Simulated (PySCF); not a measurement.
Shieldings and the share of exact exchange

Molecule: `InChI=1S/C2H7NOSi/c1-2-4-5-3/h2H,1,3,5H2`.

Atoms are numbered as in `[CH2:1]=[CH:2][O:3][SiH2:4][NH2:5]` (H(Xn): hydrogen on atom n). Ha(C1) is cis to O3; Hb(C1) is trans to O3.

GIAO shieldings (ppm, equivalent atoms averaged) in PySCF on the PBE0-D3(BJ)/def2-SVP geometry, basis pcSseg-2, gas phase, non-relativistic:

| functional | exact exchange (%) | σ(O3) | σ(Si4) | σ(N5) |
| --- | --- | --- | --- | --- |
| BLYP | 0 | 144.9 | 356.6 | 217.0 |
| BP86 | 0 | 149.1 | 363.0 | 220.1 |
| PBE | 0 | 147.1 | 363.2 | 220.1 |
| B3LYP | 20 | 161.7 | 368.5 | 222.6 |
| PBE0 | 25 | 167.6 | 378.4 | 226.8 |
| mPW1PW91 | 25 | 168.2 | 377.8 | 226.3 |
| HF | 100 | 215.5 | 423.7 | 238.7 |

(1) Fit each shielding as a line in the percentage of exact exchange.

(2) What does the line predict for BHandHLYP (50 %), and what does the run give?

## Answers

(1) σ(O3) = 148.2 + 0.68 x (rms 2.0 ppm); σ(Si4) = 360.6 + 0.63 x (rms 2.9 ppm); σ(N5) = 219.7 + 0.20 x (rms 1.5 ppm). The functionals also differ in their semilocal parts, which the line can't hold; Hartree–Fock has no correlation at all.

(2) σ(O3): 182.2 predicted, 183.5 computed; σ(Si4): 392.1 predicted, 387.4 computed; σ(N5): 229.7 predicted, 229.2 computed ppm.
